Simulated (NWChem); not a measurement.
Species: HSeSF; SMILES F[Se]S

```xyz
4

Se    -0.4233     0.4466    -0.0076
F      1.1042     1.3504    -0.0136
S      0.2529    -1.5957    -0.0560
H      0.4098    -1.8067     1.2760
```
Atoms are numbered in this order, from 1.

Program: NWChem. Pople sets run with spherical d functions. Medium grid unless said otherwise, to which SCAN and Minnesota functionals are sensitive. Coordinates come from a PBE0/def2-SVP optimisation. Hybrids' shares of exact exchange are those that their runs print; pure functionals count as 0. The functionals differ in more than this share.

| row | share of exact exchange | orbital gap (eV) |
|---|---|---|
| PBE/6-31G* | 0.00 | 3.10 |
| MN15-L/6-31G* | 0.00 | 4.05 |
| TPSSh/6-31G* | 0.10 | 4.24 |
| B3LYP/6-31G* | 0.20 | 4.93 |
| M06/6-31G* | 0.27 | 5.56 |
| MN15/6-31G* | 0.44 | withheld |

Problem. Fit a straight line of the last column on the one before it, predict the withheld value, and compare with the run.

Solution. 
1. Means of the 5 shown rows: x = 0.114, y = 4.376. Slope Σ(x − x̄)(y − ȳ)/Σ(x − x̄)² = 0.4169/0.05792 = 7.198; intercept 3.555.
2. The shown rows scatter about the line by 0.304 (root mean square); the largest residual is +0.49, at MN15-L/6-31G*.
3. At x = 0.44 (MN15/6-31G*; beyond the shown range) the line gives 6.72.
4. The run gives 6.83, +0.11 from the line, 0.4 times the scatter.
